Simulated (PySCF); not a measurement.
Job file and geometry (Å, from PBE0-D3(BJ)/def2-SVP) of an NMR shielding run on SMILES Cc1ccnn1C1CC1, C$_{7}$H$_{10}$N$_{2}$, GIAO B97-2/pcSseg-1 NMR shielding, non-relativistic, gas phase in PySCF 2.14.0, density-fitted response routines; density fitting, a coarse starting grid and PySCF grid level 2 are the driver's defaults:

```
$ OMP_NUM_THREADS=1 python probes_run.py task.json out

{"job": {"kind": "nmr", "xc": "B97-2", "basis": "pcSseg-1", "pop": false}, "charge": 0, "multiplicity": 1}
C     -1.642063    -1.675141     0.121674
C     -1.445582    -0.211734    -0.059252
C     -2.358003     0.832254    -0.061640
C     -1.578323     1.987673    -0.265369
N     -0.293706     1.687263    -0.386103
N     -0.228529     0.361587    -0.266472
C      1.038951    -0.303948    -0.280510
C      2.128965     0.161423     0.639920
C      2.228543     0.402500    -0.838548
H     -2.704681    -1.885460     0.298788
H     -1.333544    -2.248240    -0.767844
H     -1.074783    -2.064092     0.982364
H     -3.435183     0.754638     0.065270
H     -1.901697     3.026051    -0.333674
H      0.934288    -1.374501    -0.465359
H      2.770649    -0.590480     1.106610
H      1.886918     1.025895     1.263412
H      2.048286     1.422482    -1.184577
H      2.938615    -0.183629    -1.427235
```

Question: Write the output of this run.

Answer: 
```
coarse grid: 15928 points
cycle   1  E = -381.9397884704  dE =  1.568e+00  |g| = 4.811e-01  |ddm| = 4.029e+00
cycle   2  E = -381.8880154185  dE =  5.177e-02  |g| = 7.005e-01  |ddm| = 1.017e+00
cycle   3  E = -381.9949231466  dE = -1.069e-01  |g| = 1.355e-01  |ddm| = 6.161e-01
cycle   4  E = -381.9989939278  dE = -4.071e-03  |g| = 4.082e-02  |ddm| = 1.626e-01
cycle   5  E = -381.9993735933  dE = -3.797e-04  |g| = 1.121e-02  |ddm| = 4.489e-02
cycle   6  E = -381.9993957860  dE = -2.219e-05  |g| = 5.150e-03  |ddm| = 1.188e-02
cycle   7  E = -381.9994011831  dE = -5.397e-06  |g| = 1.676e-03  |ddm| = 5.706e-03
final grid: 154160 points
cycle   8  E = -382.0386116970  dE = -8.597e-05  |g| = 4.055e-03  |ddm| = 4.796e-02
cycle   9  E = -382.0386042674  dE =  7.430e-06  |g| = 6.860e-03  |ddm| = 9.794e-03
cycle  10  E = -382.0386152369  dE = -1.097e-05  |g| = 1.005e-03  |ddm| = 6.649e-03
cycle  11  E = -382.0386154355  dE = -1.986e-07  |g| = 3.819e-04  |ddm| = 1.040e-03
cycle  12  E = -382.0386154702  dE = -3.464e-08  |g| = 6.220e-05  |ddm| = 3.601e-04
cycle  13  E = -382.0386154708  dE = -6.274e-10  |g| = 3.528e-05  |ddm| = 8.327e-05
cycle  14  E = -382.0386154711  dE = -2.950e-10  |g| = 8.143e-06  |ddm| = 3.728e-05
converged SCF energy = -382.0386154711

GIAO shielding tensors (ppm)
atom      isotropic    diamagn.    paramagn.     s11        s22        s33       span
  0 C      170.989     247.023     -76.034    160.779    168.351    183.837     23.058
  1 C       45.861     256.489    -210.628    -27.273     34.503    130.354    157.627
  2 C       75.314     263.170    -187.856      5.883     75.791    144.267    138.384
  3 C       46.039     252.182    -206.142    -40.217     44.956    133.379    173.596
  4 N      -55.757     322.735    -378.492   -272.538    -76.347    181.613    454.151
  5 N       32.076     332.067    -299.991    -75.023     48.491    122.761    197.784
  6 C      153.057     243.959     -90.902    115.137    135.710    208.325     93.188
  7 C      173.708     253.444     -79.736    141.193    171.344    208.587     67.394
  8 C      177.649     255.367     -77.718    150.388    173.039    209.521     59.134
  9 H       28.941      27.741       1.201     23.510     27.943     35.370     11.861
 10 H       29.112      29.519      -0.406     24.342     27.809     35.186     10.844
 11 H       29.088      30.497      -1.409     24.079     28.345     34.840     10.761
 12 H       25.399      33.136      -7.737     22.783     25.689     27.725      4.942
 13 H       24.216      30.390      -6.174     21.452     25.208     25.986      4.534
 14 H       28.332      33.073      -4.741     20.230     29.658     35.108     14.878
 15 H       30.638      30.540       0.098     25.150     26.331     40.433     15.283
 16 H       30.594      31.459      -0.864     24.772     29.153     37.858     13.086
 17 H       29.276      31.108      -1.833     22.470     27.766     37.591     15.120
 18 H       30.558      30.182       0.377     24.595     26.632     40.448     15.853
```

Question: Turn these shieldings into chemical shifts. Referencing at the same level of theory: TMS for 13C (σref 183.69) and 1H (σref 31.38); 15N (σref 262.91) vs NH3.

Answer: Averaging equivalent atoms: C 1: 137.8; C 3: 137.7; C 2: 108.4; C 6: 30.6; C 0: 12.7; C 7/8: 8.0; N 4: 318.7; N 5: 230.8; H 13: 7.16; H 12: 5.98; H 14: 3.04; H 9/10/11: 2.33; H 16/17: 1.44; H 15/18: 0.78 ppm. Experimental scales use liquid or dissolved standards, which lie at an offset from isolated NH3 (liquid NH3: subtract about 20 ppm). Unscaled 15N shifts of sp2 nitrogen come out 20 to 40 ppm too high even then.

Size and cost of the density-fitted run: 203 basis functions, 26 s wall time on 1 thread of an AMD EPYC 7R43 64-Core, shared host; peak memory 0.95 GiB.
